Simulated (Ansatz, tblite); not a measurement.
Spin states of Na₅⁻ (the lowest singlet isomer of a short search), each relaxed with PBE0/def2-SVPD in Ansatz. Electronic energies in the gas phase.

The xTB rows come from tblite. Correlated methods freeze 5 core orbitals; core or outer-core shells of Na are correlated, in sets that lack core-valence functions. The structure comes from a short search, and lower isomers may exist.

Singlet geometry (C2v within 0.1 Å):

```xyz
5

Na    1.214   -1.325    1.932
Na    2.290   -2.383   -1.560
Na   -1.088    1.104    2.121
Na   -2.374    2.534   -1.167
Na   -0.042    0.071   -1.325
```

Triplet geometry:

```
atom   x (Å)   y (Å)   z (Å)
 Na1   1.082  -0.477   2.195
 Na2   3.137   2.088   1.455
 Na3  -1.617  -1.748   0.201
 Na4  -2.893  -0.882  -2.814
 Na5   0.290   1.019  -1.037
```

Quintet geometry (C2 within 0.1 Å):

| atom | x (Å) | y (Å) | z (Å) |
| --- | --- | --- | --- |
| Na1 | 0.2720 | 0.7783 | 2.6018 |
| Na2 | -2.1052 | -2.2972 | 2.6847 |
| Na3 | 1.8748 | 1.8766 | -0.6396 |
| Na4 | 0.6261 | 0.4617 | -4.0395 |
| Na5 | -0.6677 | -0.8193 | -0.6074 |

⟨S²⟩: triplet 2.09 at PBE0/def2-TZVPD (pure 2.00), quintet 6.01 at PBE0/def2-TZVPD (pure 6.00).

Run but left out: HF/STO-3G (singlet: restricted singlet, unstable in another Hartree–Fock run and untested here); HF/def2-TZVPD, r2SCAN/def2-TZVPD (singlet: restricted singlet, unstable towards broken spin symmetry); B2PLYP/def2-TZVPD, MP2/def2-TZVPD (triplet: ⟨S²⟩ 2.18 to 2.72, where a pure state has 2.00); MP2/def2-TZVPD (quintet: ⟨S²⟩ 6.30, where a pure state has 6.00).

Only these spin states were relaxed. The triplet has other bonds than the singlet, so the gap mixes isomer and spin.

Q: Estimate which spin state lies lowest at each of these levels, and by how much: GFN2-xTB; LDA (SPW92)/def2-TZVPD; PBE/def2-TZVPD; B97M-V/def2-TZVPD; PBE0/def2-TZVPD; CAM-B3LYP/def2-TZVPD; RPA@PBE/def2-TZVPD.

A: 
```
                 level  triplet − singlet (kJ/mol)  quintet − singlet (kJ/mol)  lowest of these                                                                          remarks
              GFN2-xTB                        88.3                       265.2          singlet                                                                                –
LDA (SPW92)/def2-TZVPD                        35.7                       122.3          singlet  HOMO above zero (quintet), HOMO above zero (singlet), HOMO above zero (triplet)
        PBE/def2-TZVPD                        27.2                       108.5          singlet  HOMO above zero (quintet), HOMO above zero (singlet), HOMO above zero (triplet)
     B97M-V/def2-TZVPD                        31.0                       112.5          singlet  HOMO above zero (quintet), HOMO above zero (singlet), HOMO above zero (triplet)
       PBE0/def2-TZVPD                        22.8                       101.5          singlet                                                                                –
  CAM-B3LYP/def2-TZVPD                        30.6                       119.9          singlet                                          spin-contaminated (⟨S²⟩ 2.13) (triplet)
    RPA@PBE/def2-TZVPD                        34.5                       108.1          singlet                                                                                –
```

Change of the quintet − singlet gap on mixing in exact exchange, in kJ/mol: PBE to PBE0 (25 % exact exchange) -7.0. The xTB methods have no term that favours high spin, so they put low spin too low.
